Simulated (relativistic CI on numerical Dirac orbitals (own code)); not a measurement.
Pd²⁺: 4d valence photoemission

Computed with this model: Dirac-Coulomb-Breit CI, orbitals from a KLI potential per configuration, QED by a radiative potential, valence Slater integrals scaled by 0.8, multiplet model of photoemission in the sudden approximation; configurations [Kr] 4d8 → [Kr] 4d7; 300 K; Lorentzian 0.21 eV and Gaussian 0.5 eV FWHM. Energies are those of the free ion, without screening or charge transfer. The energies are binding energies and can lie tens of eV above those of solids. S is read from ⟨S²⟩ = S(S + 1).

Field parameters in Wybourne normalisation: Oh B⁴₀ = 21Dq, B⁴₄ = √(5/14) B⁴₀. The field is a parameter set, without covalency.

Peaks in eV (height, largest 100): 31.4 (100), 33.1 (90), 33.6 (76), 35.3 (7).

Which surroundings give this spectrum?
A. Oh, 10Dq = 21300 cm⁻¹
B. Oh, 10Dq = 37900 cm⁻¹
C. Oh, 10Dq = 13000 cm⁻¹
D. free ion

D. free ion, where the ground state has S = 1.00.
